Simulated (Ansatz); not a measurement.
Reaction (isomerisation): `CNB(C)O` → `CBOCN`

Gas-phase electronic energies from Ansatz, PBE0-D4/def2-TZVP geometries. CBS: MP2 limit from def2 TZ/QZ plus the TZ coupled-cluster correction, frozen cores. DFT in def2-TZVPP. B3LYP here is the variant with VWN-RPA as its local correlation; programs differ in this. Each species was taken in one conformer, which may not be the lowest.

**Question.** Is it downhill or uphill in electronic energy at CCSD(T)/CBS, and by how much? (Estimate.)

**Answer.** Computed: Uphill: ΔE = +172.3 kJ/mol.

**Question.** What do these levels give: r2SCAN-D4, PBE0-D4, B3LYP-D4, B2PLYP, PBE, HF/def2-TZVPP, SCS-MP2/def2-TZVPP, CCSD/def2-TZVPP, HF/def2-QZVPP, HF/CBS(def2), MP2/CBS(def2), CCSD/CBS(def2)? (An estimate is asked.)

**Answer.** The calculation gave: r2SCAN-D4 172.5, PBE0-D4 172.0, B3LYP-D4 169.4, B2PLYP 169.8, PBE 167.5, HF/def2-TZVPP 162.8, SCS-MP2/def2-TZVPP 170.4, CCSD/def2-TZVPP 170.5, HF/def2-QZVPP 162.6, HF/CBS(def2) 162.5, MP2/CBS(def2) 178.0, CCSD/CBS(def2) 172.3 kJ/mol.

Largest T1 diagnostic among the species: 0.012.

In def2-TZVPP, CCSD(T) changes the Hartree–Fock value by +7.7 kJ/mol (the triples alone add +0.0 kJ/mol) and MP2 by +13.5 kJ/mol. From PBE to PBE0 (25 % exact exchange), in def2-TZVPP and without D4, ΔE moves by +3.4 kJ/mol.
